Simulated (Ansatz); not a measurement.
Molecule: LaF$_{2}$, charge 1, multiplicity 1. SMILES: [F][La+][F]
Coordinates optimised at B3LYP-D3(BJ)/def2-TZVP (Ansatz, a first-principles code):
```xyz
3

La     0.2344     0.1578     0.0463
F     -1.2490     0.5991    -1.3268
F     -0.2354    -1.5984     1.0339
```
Charge +1, spin multiplicity 1.

Property: vertical ionisation energy (to the doublet state of charge +2; each state is the SCF solution reached for its spin; the UHF <S^2> is 0.91 for the doublet (pure: 0.75); for the doublet the Hartree-Fock reference is unstable and T1 is 0.039), in eV. Valence correlation only, unless marked. Open shells are spin-unrestricted. No spin-orbit coupling. Frozen are the shells of the preceding noble gas and the d and f shells that filled before the atom's block. In def2 rows, elements after Kr have scalar-relativistic effective core potentials.  The program attaches cautions to a run behind CCSD(T)/def2-SVPD: other roots.

```csv
level,program,vertical ionisation energy (eV)
RI-HF/def2-TZVPPD,Ansatz,16.95
r2SCAN/def2-TZVPD,Ansatz,17.85
CAM-B3LYP/def2-TZVPD,Ansatz,18.48
wB97X-V/def2-TZVPD,Ansatz,18.49
B2PLYP/def2-TZVPD,Ansatz,18.54
CCSD(T)/def2-SVPD,Ansatz,18.60
```
